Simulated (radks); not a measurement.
Question: As21+, 12 electrons, occupied as [Ne] 3s2. Calculated with a radial shooting solver on a logarithmic mesh with Libxc functionals: scalar-relativistic Kohn-Sham, LDA (Slater exchange, VWN5 correlation), spin-polarised, spherical densities, finite nucleus; Fermi nuclear charge, rms radius 4.0968 fm. Some entries of the table are withheld. Estimate them.

| orbital | occ. | eigenvalue (eV) | <r> (bohr) |
|---|---|---|---|
| 1s | 2 | -12609.35 | 0.04554 |
| 2s | 2 | (1) | 0.2000 |
| 2p | 6 | (2) | (3) |
| 3s | 2 | (4) | (5) |
| 3p | 0 | (6) | 0.4853 |
| 4s | 0 | -462.1386 | 0.9373 |

Answer: 
(1) 2s eigenvalue (eV): -2352.430
(2) 2p eigenvalue (eV): -2179.777
(3) 2p <r> (bohr): 0.1741
(4) 3s eigenvalue (eV): -891.3123
(5) 3s <r> (bohr): 0.4980
(6) 3p eigenvalue (eV): -837.1230
